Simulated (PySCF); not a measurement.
C2H3ClSi (SMILES C#C[SiH2]Cl), singlet, geometry from GFN2-xTB; PBE/def2-SVP, polarisability by finite fields (PySCF).

PySCF was given this input:
```python
from pyscf import gto, scf, dft

mol = gto.Mole()
mol.atom = '''
    Si   -0.435180   -0.507243    0.497600
    Cl   -1.171506    0.888676   -0.767482
    C     1.409008   -0.481278    0.373870
    C     2.607392   -0.451704    0.281597
    H    -0.921377   -1.820759    0.083778
    H    -0.825516   -0.159320    1.861252
    H     3.656607   -0.428116    0.202963
'''
mol.basis = 'def2-svp'
mol.charge = 0
mol.spin = 0
mol.verbose = 4
mol.build()

mf = dft.RKS(mol)
mf.xc = 'pbe'
mf.conv_tol = 1e-11
mf.kernel()
h0, z, done = mf.get_hcore(), mol.intor('int1e_r')[2], []
def energy(F):
    f = mf.copy()
    f.scf_summary = {}
    f.get_hcore = lambda *a: h0 + F * z
    e = f.kernel(mf.make_rdm1())
    done.append(f.converged)
    return e
F = 0.02
alpha = -(energy(F) + energy(-F) - 2 * mf.e_tot) / F**2
print('alpha_zz =', alpha)
```

What the program printed (banner, timings and long lists left out):

```
PySCF version 2.14.0

[INPUT] verbose = 4
[INPUT] num. atoms = 7
[INPUT] num. electrons = 46
[INPUT] charge = 0
[INPUT] spin (= nelec alpha-beta = 2S) = 0
[INPUT] symmetry False subgroup None
[INPUT] Mole.unit = angstrom
[INPUT] Symbol           X                Y                Z      unit          X                Y                Z       unit  Magmom
[INPUT]  1 Si    -0.435180000000  -0.507243000000   0.497600000000 AA   -0.822371014888  -0.958550348603   0.940327719584 Bohr   0.0
[INPUT]  2 Cl    -1.171506000000   0.888676000000  -0.767482000000 AA   -2.213825493285   1.679354253474  -1.450330785533 Bohr   0.0
[INPUT]  3 C      1.409008000000  -0.481278000000   0.373870000000 AA    2.662639227321  -0.909483609778   0.706511906191 Bohr   0.0
[INPUT]  4 C      2.607392000000  -0.451704000000   0.281597000000 AA    4.927256779382  -0.853596849371   0.532141207499 Bohr   0.0
[INPUT]  5 H     -0.921377000000  -1.820759000000   0.083778000000 AA   -1.741150187473  -3.440735848837   0.158317475264 Bohr   0.0
[INPUT]  6 H     -0.825516000000  -0.159320000000   1.861252000000 AA   -1.559999151446  -0.301071166166   3.517256528799 Bohr   0.0
[INPUT]  7 H      3.656607000000  -0.428116000000   0.202963000000 AA    6.909985775167  -0.809021989544   0.383544483420 Bohr   0.0

nuclear repulsion = 175.874448962499
number of shells = 37
number of NR pGTOs = 141
number of NR cGTOs = 79
basis = def2-svp
ecp = {}

******** <class 'pyscf.dft.rks.RKS'> ********
method = RKS
initial guess = minao
damping factor = 0
level_shift factor = 0
DIIS = <class 'pyscf.scf.diis.CDIIS'>
diis_start_cycle = 1
diis_space = 8
diis_damp = 0
SCF conv_tol = 1e-11
SCF conv_tol_grad = None
SCF max_cycles = 50
direct_scf = True
direct_scf_tol = 1e-13
XC library pyscf.dft.libxc version 7.1.2
    S. Lehtola, C. Steigemann, M. J. T. Oliveira, and M. A. L. Marques,  SoftwareX 7, 1–5 (2018)
XC functionals = pbe
    J. P. Perdew, K. Burke, and M. Ernzerhof,  Phys. Rev. Lett. 77, 3865 (1996)
    J. P. Perdew, K. Burke, and M. Ernzerhof,  Phys. Rev. Lett. 78, 1396 (1997)
    J. P. Perdew, K. Burke, and M. Ernzerhof,  Phys. Rev. Lett. 77, 3865 (1996)
    J. P. Perdew, K. Burke, and M. Ernzerhof,  Phys. Rev. Lett. 78, 1396 (1997)
radial grids:
    Treutler-Ahlrichs [JCP 102, 346 (1995); DOI:10.1063/1.469408] (M4) radial grids

becke partition: Becke, JCP 88, 2547 (1988); DOI:10.1063/1.454033
pruning grids: <function nwchem_prune>
grids dens level: 3
symmetrized grids: False
atomic radii adjust function: <function treutler_atomic_radii_adjust>
small_rho_cutoff = 0
Set gradient conv threshold to 3.16228e-06
Initial guess from minao.
tot grids = 95720
init E= -827.177285393127
  HOMO = -0.327290087819541  LUMO = -0.0978048859666094  gap/eV = 6.24461
cycle= 1 E= -826.890024894167  delta_E= 0.287  |g|= 0.432  |ddm|= 2.96
  HOMO = -0.189908525593844  LUMO = -0.0259880965126804  gap/eV = 4.46050
cycle= 2 E= -826.848459823676  delta_E= 0.0416  |g|= 0.566  |ddm|= 1.19
  HOMO = -0.26168708991744  LUMO = -0.0492918390318571  gap/eV = 5.77957
cycle= 3 E= -826.94037434921  delta_E= -0.0919  |g|= 0.0975  |ddm|= 0.737
  HOMO = -0.263475704533991  LUMO = -0.049864332370356  gap/eV = 5.81266
cycle= 4 E= -826.940965092903  delta_E= -0.000591  |g|= 0.0848  |ddm|= 0.129
  HOMO = -0.26244339767469  LUMO = -0.0501454743925698  gap/eV = 5.77692
cycle= 5 E= -826.942924182258  delta_E= -0.00196  |g|= 0.0121  |ddm|= 0.078
  HOMO = -0.262206665512737  LUMO = -0.0497344926351087  gap/eV = 5.78166
cycle= 6 E= -826.942969028148  delta_E= -4.48e-05  |g|= 0.00198  |ddm|= 0.0149
  HOMO = -0.262431765460373  LUMO = -0.0498990383100142  gap/eV = 5.78331
cycle= 7 E= -826.942970252289  delta_E= -1.22e-06  |g|= 0.00057  |ddm|= 0.00328
  HOMO = -0.262363381458983  LUMO = -0.0498516352150982  gap/eV = 5.78274
cycle= 8 E= -826.942970349057  delta_E= -9.68e-08  |g|= 0.000126  |ddm|= 0.000944
  HOMO = -0.262367985777536  LUMO = -0.0498520198482111  gap/eV = 5.78285
cycle= 9 E= -826.94297035435  delta_E= -5.29e-09  |g|= 1.75e-05  |ddm|= 0.000221
  HOMO = -0.262369054062491  LUMO = -0.0498536713894184  gap/eV = 5.78284
cycle= 10 E= -826.942970354441  delta_E= -9.11e-11  |g|= 3.66e-06  |ddm|= 3.07e-05
  HOMO = -0.262368881935765  LUMO = -0.04985342167905  gap/eV = 5.78284
cycle= 11 E= -826.942970354455  delta_E= -1.4e-11  |g|= 1.21e-06  |ddm|= 6.09e-06
  HOMO = -0.26236894469432  LUMO = -0.0498534702653464  gap/eV = 5.78284
cycle= 12 E= -826.942970354448  delta_E= 7.05e-12  |g|= 1.53e-07  |ddm|= 1.56e-06
  HOMO = -0.262368901692579  LUMO = -0.0498534538021982  gap/eV = 5.78284
Extra cycle  E= -826.942970354451  delta_E= -2.61e-12  |g|= 1.99e-07  |ddm|= 4.65e-07
converged SCF energy = -826.942970354451

******** <class 'pyscf.dft.rks.RKS'> ********
method = RKS
initial guess = minao
damping factor = 0
level_shift factor = 0
DIIS = <class 'pyscf.scf.diis.CDIIS'>
diis_start_cycle = 1
diis_space = 8
diis_damp = 0
SCF conv_tol = 1e-11
SCF conv_tol_grad = None
SCF max_cycles = 50
direct_scf = True
direct_scf_tol = 1e-13
XC library pyscf.dft.libxc version 7.1.2
    S. Lehtola, C. Steigemann, M. J. T. Oliveira, and M. A. L. Marques,  SoftwareX 7, 1–5 (2018)
XC functionals = pbe
    J. P. Perdew, K. Burke, and M. Ernzerhof,  Phys. Rev. Lett. 77, 3865 (1996)
    J. P. Perdew, K. Burke, and M. Ernzerhof,  Phys. Rev. Lett. 78, 1396 (1997)
    J. P. Perdew, K. Burke, and M. Ernzerhof,  Phys. Rev. Lett. 77, 3865 (1996)
    J. P. Perdew, K. Burke, and M. Ernzerhof,  Phys. Rev. Lett. 78, 1396 (1997)
radial grids:
    Treutler-Ahlrichs [JCP 102, 346 (1995); DOI:10.1063/1.469408] (M4) radial grids

becke partition: Becke, JCP 88, 2547 (1988); DOI:10.1063/1.454033
pruning grids: <function nwchem_prune>
grids dens level: 3
symmetrized grids: False
atomic radii adjust function: <function treutler_atomic_radii_adjust>
small_rho_cutoff = 0
Overwritten attributes  get_hcore  of <class 'pyscf.dft.rks.RKS'>
Set gradient conv threshold to 3.16228e-06
init E= -826.947601501276
  HOMO = -0.245824875888729  LUMO = -0.0369897262266301  gap/eV = 5.68269
cycle= 1 E= -826.950406747404  delta_E= -0.00281  |g|= 0.113  |ddm|= 0.572
  HOMO = -0.253804748151249  LUMO = -0.041124550235311  gap/eV = 5.78732
cycle= 2 E= -826.94546891217  delta_E= 0.00494  |g|= 0.177  |ddm|= 0.383
  HOMO = -0.250988104518668  LUMO = -0.0380949931524435  gap/eV = 5.79312
cycle= 3 E= -826.952936237212  delta_E= -0.00747  |g|= 0.0928  |ddm|= 0.234
  HOMO = -0.250155142188801  LUMO = -0.0383738750949956  gap/eV = 5.76286
cycle= 4 E= -826.955261458683  delta_E= -0.00233  |g|= 0.011  |ddm|= 0.0776
  HOMO = -0.250342538489538  LUMO = -0.0385804258537581  gap/eV = 5.76234
cycle= 5 E= -826.955295149025  delta_E= -3.37e-05  |g|= 0.00137  |ddm|= 0.0145
  HOMO = -0.250264795287714  LUMO = -0.0384842697334569  gap/eV = 5.76284
cycle= 6 E= -826.95529574495  delta_E= -5.96e-07  |g|= 0.000336  |ddm|= 0.00225
  HOMO = -0.250285066425715  LUMO = -0.038510017735236  gap/eV = 5.76269
cycle= 7 E= -826.955295778085  delta_E= -3.31e-08  |g|= 3.14e-05  |ddm|= 0.000399
  HOMO = -0.250284472424186  LUMO = -0.0385087889084761  gap/eV = 5.76271
cycle= 8 E= -826.955295778389  delta_E= -3.05e-10  |g|= 8.72e-06  |ddm|= 5.71e-05
  HOMO = -0.25028440192196  LUMO = -0.038508988088477  gap/eV = 5.76270
cycle= 9 E= -826.955295778422  delta_E= -3.26e-11  |g|= 1.84e-06  |ddm|= 1.51e-05
  HOMO = -0.25028452368655  LUMO = -0.0385089786689217  gap/eV = 5.76271
cycle= 10 E= -826.95529577842  delta_E= 1.71e-12  |g|= 4.45e-07  |ddm|= 2.68e-06
  HOMO = -0.250284384369873  LUMO = -0.038508919722644  gap/eV = 5.76270
Extra cycle  E= -826.955295778418  delta_E= 2.73e-12  |g|= 6.61e-07  |ddm|= 1.29e-06
converged SCF energy = -826.955295778418

******** <class 'pyscf.dft.rks.RKS'> ********
method = RKS
initial guess = minao
damping factor = 0
level_shift factor = 0
DIIS = <class 'pyscf.scf.diis.CDIIS'>
diis_start_cycle = 1
diis_space = 8
diis_damp = 0
SCF conv_tol = 1e-11
SCF conv_tol_grad = None
SCF max_cycles = 50
direct_scf = True
direct_scf_tol = 1e-13
XC library pyscf.dft.libxc version 7.1.2
    S. Lehtola, C. Steigemann, M. J. T. Oliveira, and M. A. L. Marques,  SoftwareX 7, 1–5 (2018)
XC functionals = pbe
    J. P. Perdew, K. Burke, and M. Ernzerhof,  Phys. Rev. Lett. 77, 3865 (1996)
    J. P. Perdew, K. Burke, and M. Ernzerhof,  Phys. Rev. Lett. 78, 1396 (1997)
    J. P. Perdew, K. Burke, and M. Ernzerhof,  Phys. Rev. Lett. 77, 3865 (1996)
    J. P. Perdew, K. Burke, and M. Ernzerhof,  Phys. Rev. Lett. 78, 1396 (1997)
radial grids:
    Treutler-Ahlrichs [JCP 102, 346 (1995); DOI:10.1063/1.469408] (M4) radial grids

becke partition: Becke, JCP 88, 2547 (1988); DOI:10.1063/1.454033
pruning grids: <function nwchem_prune>
grids dens level: 3
symmetrized grids: False
atomic radii adjust function: <function treutler_atomic_radii_adjust>
small_rho_cutoff = 0
Set gradient conv threshold to 3.16228e-06
init E= -826.938339207622
  HOMO = -0.258327474762416  LUMO = -0.0656782496107282  gap/eV = 5.24225
cycle= 1 E= -826.940251885413  delta_E= -0.00191  |g|= 0.126  |ddm|= 0.677
  HOMO = -0.271917948114942  LUMO = -0.0598909615793315  gap/eV = 5.76955
cycle= 2 E= -826.933718407877  delta_E= 0.00653  |g|= 0.198  |ddm|= 0.519
  HOMO = -0.271755891070153  LUMO = -0.0639841159104071  gap/eV = 5.65376
cycle= 3 E= -826.944232695425  delta_E= -0.0105  |g|= 0.0853  |ddm|= 0.291
  HOMO = -0.269921134046356  LUMO = -0.0636648386251593  gap/eV = 5.61252
cycle= 4 E= -826.946173896772  delta_E= -0.00194  |g|= 0.016  |ddm|= 0.0778
  HOMO = -0.270227115959444  LUMO = -0.0634230438132617  gap/eV = 5.62743
cycle= 5 E= -826.946244062828  delta_E= -7.02e-05  |g|= 0.00229  |ddm|= 0.0195
  HOMO = -0.270175955622926  LUMO = -0.0635868587992658  gap/eV = 5.62158
cycle= 6 E= -826.946245885652  delta_E= -1.82e-06  |g|= 0.000381  |ddm|= 0.00414
  HOMO = -0.270150528256447  LUMO = -0.0635551582205229  gap/eV = 5.62175
cycle= 7 E= -826.94624592821  delta_E= -4.26e-08  |g|= 7.61e-05  |ddm|= 0.000491
  HOMO = -0.270158960657842  LUMO = -0.0635594432425166  gap/eV = 5.62186
cycle= 8 E= -826.94624592971  delta_E= -1.5e-09  |g|= 3.27e-05  |ddm|= 0.00013
  HOMO = -0.270157911805126  LUMO = -0.0635572639028759  gap/eV = 5.62189
cycle= 9 E= -826.946245930064  delta_E= -3.54e-10  |g|= 3.19e-06  |ddm|= 4.54e-05
  HOMO = -0.270157934288289  LUMO = -0.0635574302350501  gap/eV = 5.62189
cycle= 10 E= -826.946245930068  delta_E= -3.41e-12  |g|= 6.15e-07  |ddm|= 5.21e-06
  HOMO = -0.270158036186024  LUMO = -0.0635574578847362  gap/eV = 5.62189
Extra cycle  E= -826.946245930067  delta_E= 1.14e-12  |g|= 5.96e-07  |ddm|= 1.74e-06
converged SCF energy = -826.946245930067
alpha_zz = 39.00249895764318
```
